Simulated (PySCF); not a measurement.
One entry of a table of gas-phase calculations, keyed by method. Lists by class give the value and the number of equivalent atoms.

```json
{
 "formula": "C7H12BF",
 "smiles": "C=C[C@@H]1BC[C@H](F)[C@@H]1C",
 "inchi": "InChI=1S/C7H12BF/c1-3-6-5(2)7(9)4-8-6/h3,5-8H,1,4H2,2H3/t5-,6+,7+/m1/s1",
 "charge": 0,
 "multiplicity": 1,
 "geometry_level": "PBE0-D3(BJ)/def2-SVP",
 "atoms_angstrom": [
  ["C", 2.471, -0.465, -1.056],
  ["C", 1.257, -0.033, -0.68],
  ["C", 0.576, -0.413, 0.614],
  ["B", 0.242, -1.819, -0.004],
  ["C", -1.261, -1.761, -0.481],
  ["C", -1.712, -0.322, -0.248],
  ["F", -1.568, 0.395, -1.432],
  ["C", -0.786, 0.264, 0.829],
  ["C", -0.785, 1.783, 0.882],
  ["H", 3.089, -1.086, -0.4],
  ["H", 2.893, -0.19, -2.026],
  ["H", 0.667, 0.552, -1.393],
  ["H", 1.265, -0.354, 1.467],
  ["H", 0.971, -2.78, -0.006],
  ["H", -1.523, -2.126, -1.486],
  ["H", -1.787, -2.432, 0.229],
  ["H", -2.775, -0.226, 0.032],
  ["H", -1.176, -0.118, 1.79],
  ["H", -0.135, 2.145, 1.693],
  ["H", -0.424, 2.215, -0.062],
  ["H", -1.798, 2.178, 1.06]
 ],
 "electronic_structure_code": "PySCF",
 "results": {
  "PBE0-D3(BJ)/def2-SVP geometry optimisation, gas phase": {
   "point_group": "C1",
   "rotational_constants_GHz": [2.156, 1.487, 1.245]
  },
  "PBE0/def2-SVPD ground state, ΔSCF and vertical TDDFT (core frozen in the response)": {
   "dipole_D": 1.37,
   "homo_eV": -7.27,
   "lumo_eV": -1.05,
   "S1_eV": 5.31,
   "strongest_line_of_10_singlets_eV": 5.31,
   "T1_tda_eV": 3.61,
   "polarisability_au": 96.9,
   "vertical_ip_eV": 9.11,
   "r2_bohr2_about_centre_of_nuclear_charge": 1150.2,
   "singlets_eV_and_f": [
    [5.31, 0.15],
    [6.14, 0.002],
    [6.27, 0.075],
    [6.76, 0.02],
    [6.85, 0.009],
    [6.92, 0.007],
    [7.1, 0.107],
    [7.41, 0.076],
    [7.44, 0.023],
    [7.6, 0.012]
   ],
   "triplets_tda_eV": [3.61, 5.34, 5.7, 6.14]
  },
  "PBE0/pcSseg-1 ground state and GIAO shieldings, non-relativistic": {
   "shift_vs_computed_TMS_C_by_class_ppm": [
    [139.9, 1],
    [131.1, 1],
    [99.5, 1],
    [51.1, 1],
    [44.6, 1],
    [35.0, 1],
    [13.8, 1]
   ],
   "shift_vs_computed_TMS_H_by_class_ppm": [
    [6.06, 1],
    [5.84, 1],
    [5.63, 1],
    [5.53, 1],
    [4.88, 1],
    [2.8, 1],
    [2.01, 1],
    [1.7, 1],
    [1.33, 3],
    [0.83, 1]
   ],
   "shielding_other_nuclei_by_class_ppm": [
    ["B", 44.8, 1],
    ["F", 384.6, 1]
   ],
   "charges_hirshfeld_e_by_atom": [-0.08, -0.02, -0.1, 0.13, -0.15, 0.07, -0.1, -0.03, -0.12, 0.05, 0.05, 0.04, 0.04, -0.06, 0.05, 0.05, 0.04, 0.04, 0.04, 0.03, 0.04]
  }
 }
}
```

With B = h/(8π²I), that is 505.379 GHz u Å² over I, the principal moments of inertia are 234.4, 340.0 and 406.0 u Å² (most abundant isotopes). The ΔSCF ionisation energy exceeds −ε(HOMO) by 1.84 eV with PBE0. In wavenumbers S1 is 42800 cm⁻¹ (1 eV = 8065.54 cm⁻¹).

 NMR classes are plain means over equivalent atoms (diastereotopic ones count apart unless rotation or inversion swaps them), as if these changed places fast; in this geometry the members of some classes differ.

One conformer stands for the species.
